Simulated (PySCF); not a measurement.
Vertical excitations of a molecule CH8FNOSi2 from TDA-PBE/def2-SVPD (PySCF), as energy in eV (oscillator strength): 5.05 (0.011), 5.13 (0.021), 6.05 (0.012), 6.06 (0.014), 6.17 (0.005), 6.49 (0.039), 6.67 (0.008), 6.90 (0.025), 7.00 (0.003), 7.09 (0.013). Lowest triplet (TDA): 4.78 eV. Geometry optimised at B3LYP-D3(BJ)/def2-SVP. One conformer was computed; it need not be the lowest.

Pick the molecule that these values belong to.
(A) CN[Si@](O)(F)[SiH3]
(B) C[Si@H](N)[Si@@H](O)F
(C) CO[Si@@H](N)[SiH2]F
(D) CN([SiH3])[Si@@H](O)F

B, C[Si@H](N)[Si@@H](O)F
